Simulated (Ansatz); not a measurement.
Geometry optimisation, Ansatz 0.2.0, RKS PBE0-D4/def2-SVP.

Input:

```yaml
crystal:
  periodic: [false, false, false]
  atoms:
    - { symbol: C, position_ang: [-1.5288, -1.2766, 0.625] }
    - { symbol: "N", position_ang: [-0.5072, -0.6046, -0.1141] }
    - { symbol: C, position_ang: [0.2503, 0.3781, 0.4557] }
    - { symbol: O, position_ang: [0.2636, 0.7458, 1.6342] }
    - { symbol: Si, position_ang: [1.6176, 1.2611, -0.5982] }
    - { symbol: Cl, position_ang: [1.4417, 0.6433, -2.5356] }
    - { symbol: H, position_ang: [-1.7744, -2.1883, 0.144] }
    - { symbol: H, position_ang: [-1.2553, -1.37, 1.6508] }
    - { symbol: H, position_ang: [-2.4515, -0.5656, 0.6087] }
    - { symbol: H, position_ang: [-0.4304, -0.7637, -1.0898] }
    - { symbol: H, position_ang: [1.4263, 2.7473, -0.5996] }
    - { symbol: H, position_ang: [3.0248, 0.9379, -0.147] }
basis:
  gaussian: { orbitals: def2-SVP }
hamiltonian:
  xc: pbe0
  dispersion: d4
relax:
  f_tol: 0.02
  max_steps: 50
```

Launched with:

```bash
$ ansatz run input.yaml --threads 2 --pin off --max-ram 3072MiB --backend cpu --events-out ev --progress --plain --runs-dir out
```

Q: Where does it end, and by what steps?

A: It converged. After 17 steps the energy has fallen by 0.301 eV; H9 moved furthest, 0.48 Å.

```tsv
step	energy less start (eV)	largest force component (eV/Å)	accepted
0	0.0000	2.962	yes
1	-0.2379	0.839	yes
2	-0.2767	0.291	yes
3	-0.2827	0.095	yes
4	-0.2845	0.032	yes
5	-0.2859	0.377	yes
6	-0.2860	0.364	yes
7	-0.2871	0.331	yes
8	-0.2741	0.727	no
9	-0.2950	0.097	yes
10	-0.2949	0.225	no
11	-0.2972	0.038	yes
12	-0.2986	0.059	yes
13	-0.2992	0.116	yes
14	-0.2997	0.094	yes
15	-0.3005	0.039	yes
16	-0.3007	0.028	yes
17	-0.3009	0.015	yes
```

```xyz
12
Properties=species:S:1:pos:R:3
C -1.565 -1.205 0.607
N -0.556 -0.486 -0.128
C 0.335 0.337 0.465
O 0.393 0.567 1.662
Si 1.633 1.238 -0.611
Cl 1.359 0.730 -2.618
H -1.461 -2.294 0.474
H -1.433 -0.963 1.670
H -2.580 -0.908 0.298
H -0.499 -0.587 -1.135
H 1.457 2.705 -0.460
H 2.992 0.811 -0.191
```

Run time: 63 s on 2 threads of Intel(R) Xeon(R) CPU @ 2.60GHz (Ice Lake), with other jobs on the host, peak memory 0.32 GiB.
